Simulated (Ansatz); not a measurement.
Job for Ansatz (an electronic-structure program): U-CCSD(T)/def2-TZVPP on Sb2, a point of a bond scan (R = 3.732 Å). Elements past Kr take the def2 small-core potentials; no spin–orbit coupling. The run froze 18 orbitals, filled d shells among them.

Ansatz 0.2 input:
```yaml
crystal:
  periodic: [false, false, false]
  atoms:
    - {symbol: Sb, position_ang: [-0.00000000, -0.00000000, -1.24399440]}
    - {symbol: Sb, position_ang: [0.00000000, 0.00000000, 2.48798880]}
basis:
  gaussian:
    orbitals: def2-TZVPP
correlation: {method: ccsd_t, electrons: outside_noble_gas}
scf: {omitted_lower_state_checks: [cluster_reference]}
magnetization: {spin_polarized: true, initial_magnetization: 0}
```

### Question
Give the final energy of this run.

### Answer
-478.7179 hartree (reference determinant -478.5566, T1 diagnostic 0.026). Its determinant has ⟨S²⟩ = 2.81, a mixture of spin states.

### Question
How many basis functions does it have, and what does it roughly cost on one machine?

### Answer
100 functions; around 40 core-seconds (rough).
